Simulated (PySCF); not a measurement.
C₇H₇FO.
InChI=1S/C7H7FO/c1-9-7-4-2-3-6(8)5-7/h2-5H,1H3

Torsions of this conformer, `[CH3:1][O:2][c:3]1[cH:4][cH:5][cH:6][c:7]([F:8])[cH:9]1`: C1–O2–C3–C4 179°.

The closed-shell ground state was solved at several levels (PySCF, density fitting, gas phase, non-relativistic). One conformer (not necessarily the lowest) at the PBE0-D3(BJ)/def2-TZVP geometry, without solvent, vibrations or thermal averaging.

```
           level  basis functions  total energy (Eh)  HOMO (eV)  LUMO (eV)  gap (eV)  dipole (D)
   PBE0/pcSseg-2              422          -445.6827      -6.63      -0.28      6.35        1.43
    KT3/pcSseg-2              422          -452.8105      -5.59      -1.10      4.49        1.44
wB97X-D/pcSseg-2              422          -446.0316      -8.36       1.46      9.82        1.40
```

(1) What might B97-2/pcSseg-2 (422 basis functions) give for the same quantities?

(2) Over all these levels, which gives the widest orbital gap and which the narrowest?

(3) In the pcSseg-2 basis, how does the gap go with the fixed share of exact exchange?

(4) How far do the dipole and the HOMO energy spread over the levels?

Answers

(1) Total energy -446.0248 Eh, HOMO -6.38 eV, LUMO -0.31 eV, gap 6.07 eV, dipole 1.43 D.

(2) wB97X-D/pcSseg-2 (range-separated hybrid) has the widest, 9.82 eV, and KT3/pcSseg-2 (GGA) the narrowest, 4.49 eV. From the narrowest to the widest the HOMO moves by -2.77 eV and the LUMO by +2.56 eV.

(3) KT3 (0 %) 4.49 eV; B97-2 (21 %) 6.07 eV; PBE0 (25 %) 6.35 eV. Each rise in the share widens the gap here.

(4) The dipole runs from 1.40 to 1.44 D (mean 1.42 D) and the HOMO from -8.36 to -5.59 eV.

wB97X-D is run here without its empirical dispersion term; that term would change no orbital, density or response property at a fixed geometry.
